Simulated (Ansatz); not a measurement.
## A basis-limit estimate, worked out

An elementary step of SiH₇O₂F, closed shell (SiH₃F ([F][SiH3]) + H₂O + H₂O → SiH₄O ([OH][SiH3]) + H₂O + HF; bonds formed: Si1–O7, F2–H8, H6–O9; bonds broken: Si1–F2, H6–O7, H8–O9). “Start” is the structure reached by relaxing down from the saddle towards the reactants; PBE0-D4/def2-TZVP structures. The saddle:

```tsv
atom	x (Å)	y (Å)	z (Å)
Si1	-0.3062	0.3687	-1.2474
F2	-0.5485	-1.2693	-0.3208
H3	0.5219	-0.4173	-2.1944
H4	-1.7823	0.3783	-1.3881
H5	-0.0036	1.7680	-1.7738
H6	0.5543	0.0054	1.2363
O7	0.3888	0.8458	0.3066
H8	-0.0174	-1.3693	0.8666
O9	0.5039	-1.0176	1.7454
H10	0.7925	1.7145	0.2782
H11	-0.1033	-1.0075	2.4914
```

Computed with Ansatz 0.2.0 (basis: def2-TZVPP and def2-QZVPP); correlated methods freeze the cores.

Energies in eV:

| quantity | saddle | start |
| --- | --- | --- |
| Hartree–Fock, triple zeta (X = 3) | -14756.92002 | -14758.55034 |
| Hartree–Fock, quadruple zeta (X = 4) | -14757.49554 | -14759.14541 |
| MP2 correlation, X = 3 | -25.59539 | -24.86295 |
| MP2 correlation, X = 4 | -27.71516 | -26.97852 |
| CCSD(T) correlation, X = 3 | -27.13521 | -26.47330 |

Task: Work out the barrier at the basis limit: extrapolate Hartree–Fock as E(X) = E∞ + A exp(−7.88 √X) and the MP2 correlation as E(X) = E∞ + B X^−2.97 (the exponents that Neese and Valeev fitted for def2-TZVPP and QZVPP), then add CCSD(T) − MP2 in triple zeta.

Result: Each step is linear, so take the differences first (saddle − start): Hartree–Fock 1.63032 (X = 3) and 1.64987 (X = 4); MP2 correlation -0.73244 and -0.73664; CCSD(T) correlation -0.66191.
Two points give E∞ = E(4) + w [E(4) − E(3)], with w = 1/(exp(7.88 (2 − √3)) − 1) = 0.1377 for Hartree–Fock and w = 1/((4/3)^2.97 − 1) = 0.7407 for the correlation.
Hartree–Fock: 1.64987 + 0.1377 × 0.01955 = 1.6526 eV.
MP2 correlation: -0.73664 + 0.7407 × (-0.00420) = -0.7398 eV.
CCSD(T) − MP2: -0.66191 − (-0.73244) = 0.0705 eV.
Sum: 1.6526 + (-0.7398) + 0.0705 = 0.9833 eV, or 22.68 kcal/mol. Plain CCSD(T) in triple zeta gives 0.9684 eV, so the larger basis shifts the result by 0.0149 eV.

The T1 diagnostic stays at or below 0.011.

The step is the kind of ligand exchange by which a precursor binds to a hydroxyl group, or is hydrolysed, in atomic layer deposition of oxides.

Labels in which every atom is bracketed show which atoms are joined, not bond orders.

For scale, one of the runs: CCSD(T)/def2-TZVPP, 233 basis functions, launched by `ansatz run in.yaml --threads 4 --pin off --events-out ev --progress --plain --max-ram 9574MiB`. The run took 2.4 min on 4 CPU threads of an Intel Xeon (shared host), with 4.3 GiB of host memory at its peak.
